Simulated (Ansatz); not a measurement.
Cartesian coordinates (Å):
```xyz
5

Zn     0.0106    -0.1273     0.0091
O     -1.2538    -0.0361     1.2591
H     -1.0122    -0.5649     2.0422
O      1.2595    -0.0163    -1.2548
H      1.1051    -0.6734    -1.9590
```
Charge 0, spin multiplicity 1.

The numbers are results of Ansatz (an electronic-structure program) with frozen-core CCSD(T)/def2-TZVPP // PBE-D3(BJ)/def2-SVP, not measurements.

```
Property                         Value
----------------------  --------------
HF energy               -1928.78816 Ha
MP2 correlation energy     -1.33445 Ha
```

Question: Estimate the CCSD correlation energy, the (T) correction, the total energy and the T1 diagnostic.

Answer: 
```yaml
CCSD correlation energy: -1.25061 Ha
"(T) correction": -0.03538 Ha
CCSD(T) total energy: -1930.07415 Ha
T1 diagnostic: 0.017
```
